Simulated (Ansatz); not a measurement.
digermane (H₆Ge₂), singlet, at a GFN2-xTB geometry. Base run: B3LYP/3-21G (Ansatz, a quantum-chemistry and plane-wave program).

Input for Ansatz:
Ansatz 0.2 input:
```yaml
crystal:
  periodic: [false, false, false]
  atoms:
    - {symbol: Ge, position_ang: [-1.17547558, 0.12031447, -0.01616232]}
    - {symbol: Ge, position_ang: [1.17547558, -0.12031447, 0.01616232]}
    - {symbol: H, position_ang: [-1.83910444, -0.70892524, -1.07255537]}
    - {symbol: H, position_ang: [-1.62122062, 1.52722241, -0.27292961]}
    - {symbol: H, position_ang: [-1.82715328, -0.27710333, 1.27278427]}
    - {symbol: H, position_ang: [1.62480881, -1.45976226, 0.51414555]}
    - {symbol: H, position_ang: [1.85937790, 0.88294663, 0.89351790]}
    - {symbol: H, position_ang: [1.80329164, 0.03562178, -1.33496274]}
basis:
  gaussian:
    orbitals: 3-21G.json
hamiltonian:
  xc: b3lyp
```
The basis file holds 3-21G in the JSON format of the Basis Set Exchange.

The base run was repeated with changes; each row names its change, and settings that it needs were set with it.

```csv
change,E (Eh)
base,-4137.57593
functional = hf,-4134.14417
functional = pbe0,-4136.95492
functional = SVWN5,-4131.11697
functional = lc_wpbe,-4136.92111
functional = wB97M-V,-4137.20828
functional = wB97X-V,-4137.09108
functional = revpbe,-4137.13915
functional = wB97X,-4137.55583
functional = b3lyp; dispersion = d3bjatm,-4137.58516
functional = b3lyp5,-4137.30016
functional = r2scan,-4137.28521
functional = cam_b3lyp,-4137.70220
```

Total energies compare only within one method and basis.
